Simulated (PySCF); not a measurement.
cyclopentadiene (C5H6), singlet, geometry from GFN2-xTB; M062X/6-31G, TDA run with PySCF.

Input for PySCF:
```python
from pyscf import gto, scf, dft, tdscf

mol = gto.Mole()
mol.atom = '''
    C    -0.956664    0.738825   -0.183556
    C     0.318299    1.146122   -0.145336
    C     1.208018   -0.028063    0.097600
    C     0.237635   -1.159037    0.190252
    C    -1.006775   -0.693213    0.024923
    H    -1.826114    1.351867   -0.341713
    H     0.690269    2.147128   -0.265002
    H     1.788762    0.085267    1.015655
    H     1.922687   -0.171487   -0.715795
    H     0.539001   -2.175685    0.364319
    H    -1.917683   -1.264895    0.039239
'''
mol.basis = '6-31g'
mol.charge = 0
mol.spin = 0
mol.verbose = 4
mol.build()

mf = dft.RKS(mol)
mf.xc = 'm062x'
mf.kernel()
td = mf.TDA()
td.nstates = 5
td.kernel()
td.analyze()
```

What the program printed (banner, timings and long lists left out):

```
PySCF version 2.14.0

[INPUT] verbose = 4
[INPUT] num. atoms = 11
[INPUT] num. electrons = 36
[INPUT] charge = 0
[INPUT] spin (= nelec alpha-beta = 2S) = 0
[INPUT] symmetry False subgroup None
[INPUT] Mole.unit = angstrom
[INPUT] Symbol           X                Y                Z      unit          X                Y                Z       unit  Magmom
[...]
nuclear repulsion = 157.907683241559
number of shells = 37
number of NR pGTOs = 134
number of NR cGTOs = 57
basis = 6-31g
ecp = {}

******** <class 'pyscf.dft.rks.RKS'> ********
method = RKS
initial guess = minao
damping factor = 0
level_shift factor = 0
DIIS = <class 'pyscf.scf.diis.CDIIS'>
diis_start_cycle = 1
diis_space = 8
diis_damp = 0
SCF conv_tol = 1e-09
SCF conv_tol_grad = None
SCF max_cycles = 50
direct_scf = True
direct_scf_tol = 1e-13
XC library pyscf.dft.libxc version 7.1.2
    S. Lehtola, C. Steigemann, M. J. T. Oliveira, and M. A. L. Marques,  SoftwareX 7, 1–5 (2018)
XC functionals = m062x
    Y. Zhao and D. G. Truhlar,  Theor. Chem. Acc. 120, 215 (2008)
    Y. Zhao and D. G. Truhlar,  Theor. Chem. Acc. 120, 215 (2008)
radial grids:
    Treutler-Ahlrichs [JCP 102, 346 (1995); DOI:10.1063/1.469408] (M4) radial grids

becke partition: Becke, JCP 88, 2547 (1988); DOI:10.1063/1.454033
pruning grids: <function nwchem_prune>
grids dens level: 3
symmetrized grids: False
atomic radii adjust function: <function treutler_atomic_radii_adjust>
small_rho_cutoff = 0
Set gradient conv threshold to 3.16228e-05
Initial guess from minao.
tot grids = 129440
init E= -195.059981772809
[...]
cycle= 1 E= -193.9403336782  delta_E= 1.12  |g|= 0.255  |ddm|= 3.09
[...]
cycle= 2 E= -193.955107936554  delta_E= -0.0148  |g|= 0.156  |ddm|= 0.514
[...]
cycle= 3 E= -193.962069574738  delta_E= -0.00696  |g|= 0.0321  |ddm|= 0.266
[...]
cycle= 4 E= -193.962272666558  delta_E= -0.000203  |g|= 0.0205  |ddm|= 0.0499
[...]
cycle= 5 E= -193.962383123903  delta_E= -0.00011  |g|= 0.00123  |ddm|= 0.022
[...]
cycle= 6 E= -193.962383946657  delta_E= -8.23e-07  |g|= 0.000296  |ddm|= 0.00274
[...]
cycle= 7 E= -193.962383993606  delta_E= -4.69e-08  |g|= 0.000141  |ddm|= 0.000726
[...]
cycle= 8 E= -193.96238400313  delta_E= -9.52e-09  |g|= 1.89e-05  |ddm|= 0.000248
[...]
cycle= 9 E= -193.962384003462  delta_E= -3.32e-10  |g|= 2.47e-06  |ddm|= 5.44e-05
[...]
Extra cycle  E= -193.962384003464  delta_E= -2.79e-12  |g|= 2.42e-06  |ddm|= 9.27e-06
converged SCF energy = -193.962384003464

******** <class 'pyscf.tdscf.rks.TDA'> for <class 'pyscf.dft.rks.RKS'> ********
nstates = 5 singlet
deg_eia_thresh = 1.000e-03
wfnsym = None
conv_tol = 1e-05
eigh lindep = 1e-12
eigh level_shift = 0
eigh max_cycle = 100

Excitation energies (eV)
[6.064375   7.53080494 8.02064158 8.31767724 8.60129796]

** Singlet excitation energies and oscillator strengths **
Excited State   1:      6.06437 eV    204.45 nm  f=0.1525
      18 -> 19        0.68948
Excited State   2:      7.53080 eV    164.64 nm  f=0.0315
      17 -> 19        0.54973
      18 -> 20        0.44262
Excited State   3:      8.02064 eV    154.58 nm  f=0.0000
      16 -> 19        0.68876
Excited State   4:      8.31768 eV    149.06 nm  f=0.0000
      14 -> 19       -0.15019
      15 -> 19        0.67735
Excited State   5:      8.60130 eV    144.15 nm  f=0.0000
      18 -> 21        0.68711

** Transition electric dipole moments (AU) **
state          X           Y           Z        Dip. S.      Osc.
  1        -0.0350     -1.0019      0.1459      1.0263      0.1525
  2         0.4116     -0.0096      0.0333      0.1706      0.0315
  3         0.0001     -0.0001      0.0000      0.0000      0.0000
  4        -0.0004      0.0012      0.0082      0.0001      0.0000
  5         0.0001     -0.0002     -0.0008      0.0000      0.0000

** Transition velocity dipole moments (imaginary part, AU) **
state          X           Y           Z        Dip. S.      Osc.
  1         0.0004      0.0111     -0.0016      0.0001      0.0004
  2         0.0243     -0.0006      0.0020      0.0006      0.0014
  3         0.0000     -0.0000     -0.0000      0.0000      0.0000
  4         0.0018     -0.0033     -0.0225      0.0005      0.0011
  5         0.0000     -0.0001     -0.0001      0.0000      0.0000

** Transition magnetic dipole moments (imaginary part, AU) **
state          X           Y           Z
  1         0.0674     -0.1292     -0.8711
  2         0.0000      0.0000      0.0001
  3         1.0867     -0.0246      0.0878
  4         0.0080      0.2672     -0.0389
  5        -0.4521      0.0032     -0.0356
```
